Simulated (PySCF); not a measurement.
Compound: C6H14N (charge +1).
Bonds: C1–N2, N2–C3, C3–C4, C4–C5, C5–C6, C6–C7, C4–C7. Hydrogens: H8, H9, H10 on C1; H11, H12 on N2; H13, H14 on C3; H15 on C4; H16, H17 on C5; H18, H19 on C6; H20, H21 on C7.

Definitions: NICS(0) = −σiso at the ring centroid; NICS(1) = −σiso and NICS(1)zz = −σzz at ±1 Å along the ring normal z. Level: GIAO PBE0/pcSseg-1 (PySCF, non-relativistic, gas phase) on the GFN2-xTB geometry, one conformer.

Ring bond lengths (Å), with Mayer bond orders in brackets: C4–C5 1.541 (0.99), C5–C6 1.539 (1.05), C6–C7 1.537 (1.04), C7–C4 1.541 (1.00).

Question: Give the NICS values of each ring in ppm.

Answer: 
| ring | type | NICS(0) | NICS(1), two faces | NICS(1)zz, two faces | rms pucker (Å) | centre to ring atoms, mean (Å) |
| --- | --- | --- | --- | --- | --- | --- |
| C4–C5–C6–C7 | 4-membered carbocycle; formal bonds all single | 1.1 | 0.2 / 0.1 | 4.2 / 6.2 | 0.07 | 1.09 |

Question: What can be read from them?

Answer: 
- C4–C5–C6–C7: mean NICS(1)zz 5.2 ppm, deshielded. C4, C5, C6, C7 have four or more neighbours, and the NICS criterion for π rings isn't applied.

Question: At the second NICS(1) probe listed for ring C4–C5–C6–C7, 1 Å off the ring, what do the in-plane components average?

Answer: The isotropic value is a third of the trace: (3 × 0.1 − (6.2))/2 = -3.0 ppm.

Question: Give the inner angles of the rings and the Hirshfeld charges of the ring atoms.

Answer: 
- C4–C5–C6–C7: C4 89.5° (-0.025 e), C5 89.6° (-0.071 e), C6 89.7° (-0.054 e), C7 89.6° (-0.055 e); sum 358.3° against 360° for a flat convex ring.

Question: How shielded are the nuclei of the rings and their hydrogens (means over atoms taken as equivalent)?

Answer: 
```json
{"atoms": "C4", "environment": "four-membered-ring carbon", "σ isotropic (ppm)": "154.8", "principal values of the symmetric part, first atom (ppm)": "141.3, 159.3, 163.8"}
{"atoms": "C5 (×2)", "environment": "four-membered-ring carbon", "σ isotropic (ppm)": "162.4", "principal values of the symmetric part, first atom (ppm)": "146.4, 158.7, 182.9"}
{"atoms": "C6", "environment": "four-membered-ring carbon", "σ isotropic (ppm)": "170.3", "principal values of the symmetric part, first atom (ppm)": "159.5, 166.2, 185.3"}
{"atoms": "H15", "environment": "methine hydrogen", "σ isotropic (ppm)": "29.20", "principal values of the symmetric part, first atom (ppm)": "25.3, 29.5, 32.8"}
{"atoms": "H16 (×2)", "environment": "methylene hydrogen", "σ isotropic (ppm)": "29.14", "principal values of the symmetric part, first atom (ppm)": "25.4, 27.2, 35.2"}
{"atoms": "H17 (×2)", "environment": "methylene hydrogen", "σ isotropic (ppm)": "29.89", "principal values of the symmetric part, first atom (ppm)": "26.5, 29.8, 34.1"}
{"atoms": "H18", "environment": "methylene hydrogen", "σ isotropic (ppm)": "29.32", "principal values of the symmetric part, first atom (ppm)": "25.5, 26.2, 36.2"}
{"atoms": "H19", "environment": "methylene hydrogen", "σ isotropic (ppm)": "29.09", "principal values of the symmetric part, first atom (ppm)": "25.9, 26.2, 35.2"}
```

The run took 33 s wall (with the writing of density and orbital grids) on an Arm Neoverse V1 with one thread, no GPU, shared host, and the process peaked at 0.85 GiB of memory. This is the whole shielding run at PBE0/pcSseg-1, SCF included.

Conformer computed: `[CH3:1][NH2+:2][CH2:3][CH:4]1[CH2:5][CH2:6][CH2:7]1`: C1–N2–C3–C4 -179°, N2–C3–C4–C5 -69°.
